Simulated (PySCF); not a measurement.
BBr2H2N, SMILES NB(Br)Br.

The structure is a stationary point at B3LYP-D3(BJ)/def2-SVP. Other conformers were not sampled.

The numbers are results of TDA-PBE/def2-SVPD run with PySCF, not measurements.

Vertical excitations.  State labels are in the subgroup C2v.

Problem. Estimate the UV-visible absorptions. (Estimate from the structure and the level; the computed values follow.)

Solution. 
```
state  symmetry  energy (eV)  λ (nm)      f                            main pairs
-----  --------  -----------  ------  -----  ------------------------------------
S1           A2         5.58     222  0.000                       HOMO→LUMO 100 %
S2           B2         6.20     200  0.012                      HOMO→LUMO+1 94 %
S3           B1         6.22     199  0.000                     HOMO−3→LUMO 100 %
S4           B2         6.30     197  0.118    HOMO−2→LUMO 80 %, HOMO→LUMO+2 13 %
S5           B1         6.45     192  0.004                    HOMO−1→LUMO+1 99 %
S6           A2         6.55     189  0.000                    HOMO−2→LUMO+1 99 %
S7           A1         6.60     188  0.057  HOMO−1→LUMO 75 %, HOMO−3→LUMO+1 16 %
S8           A1         6.94     179  0.154                    HOMO−3→LUMO+1 80 %
S9           B1         6.99     177  0.002                    HOMO−1→LUMO+2 99 %
S10          B2         7.06     176  0.158                      HOMO→LUMO+2 83 %
T1           A1         5.40     230      0                      HOMO−1→LUMO 98 %
T2           A2         5.46     227      0                       HOMO→LUMO 100 %
T3           B2         5.68     218      0                     HOMO−2→LUMO 100 %
T4           B2         6.08     204      0                      HOMO→LUMO+1 98 %
```
Triplets are in the Tamm–Dancoff approximation.
